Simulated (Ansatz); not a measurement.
Cost and result for the atomization energy of C3H6F2Si (`FC1(F)CC[SiH2]1`) (12 atoms, 12 bonds).

Cartesian coordinates in Å:
```
F -2.057 0.159 -1.150
C -0.728 0.141 -0.897
F -0.107 0.574 -2.039
C -0.296 1.000 0.295
C 0.922 0.171 0.785
Si 0.195 -1.343 -0.083
H -1.100 0.978 1.035
H -0.092 2.039 0.027
H 1.847 0.501 0.309
H 1.068 0.156 1.863
H -0.701 -2.155 0.780
H 1.048 -2.222 -0.925
```

The species carries charge 0 and has multiplicity 1. The structure was optimised at the PBE0-D4/def2-TZVP level. Program: Ansatz. All runs use 4 threads of an Arm Neoverse V2 on a shared host. Times are those of one run each, without the atoms' runs, and a repeat can differ threefold. Electronic energies, without spin–orbit coupling; frozen cores. CCSD(T)/CBS adds CCSD(T) − MP2 in def2-TZVPP to the MP2 limit, and its time is that of the two runs behind it. T1 = 0.012. B3LYP takes the VWN-RPA correlation (the form of Gaussian; ORCA's B3LYP/G).

CCSD(T)/CBS is a level of theory with its own doubt, some kJ/mol a heavy atom from the limit and from the frozen cores, so smaller differences don't rank the functionals.

```
                             level  functions  wall time  atomization (kJ/mol)  difference from CCSD(T)/CBS  per bond
   PBE-D4/def2-TZVPP (with forces)        281      2.8 s                4699.3                        121.9      10.2
                PBE0-D4/def2-TZVPP        281      3.2 s                4608.0                         30.6       2.5
 B3LYP-D4/def2-TZVPP (with forces)        281      5.5 s                4566.1                        -11.3      -0.9
r2SCAN-D4/def2-TZVPP (with forces)        281        6 s                4601.6                         24.2       2.0
                 B2PLYP/def2-TZVPP        281      6.5 s                4523.2                        -54.2      -4.5
                ωB97X-V/def2-TZVPP        281      8.5 s                4606.9                         29.5       2.5
  ωB97M-V/def2-TZVPP (with forces)        281       12 s                4600.3                         22.9       1.9
                    MP2/def2-QZVPP        535       26 s                4623.4                         46.0       3.8
                CCSD(T)/def2-TZVPP        281    5.1 min                4460.4                       -117.0      -9.8
                 CCSD(T)/CBS(def2)          –    5.5 min                4577.4                          0.0       0.0
```

The D4 term adds +41.0 kJ/mol with B3LYP and +21.3 kJ/mol with PBE0; it sums over pairs of atoms, weighted by their polarisabilities, and B3LYP, whose exchange is more repulsive, gets the larger term. In def2-TZVPP, CCSD(T) changes the Hartree–Fock value by +1130.8 kJ/mol (the triples alone add +71.8 kJ/mol) and MP2 by +1224.7 kJ/mol; breaking electron pairs costs correlation energy, which Hartree–Fock lacks. From PBE to PBE0 (25 % exact exchange), in def2-TZVPP and without D4, the atomization energy moves by −87.1 kJ/mol: exact exchange takes away binding that semilocal exchange gives to molecules.
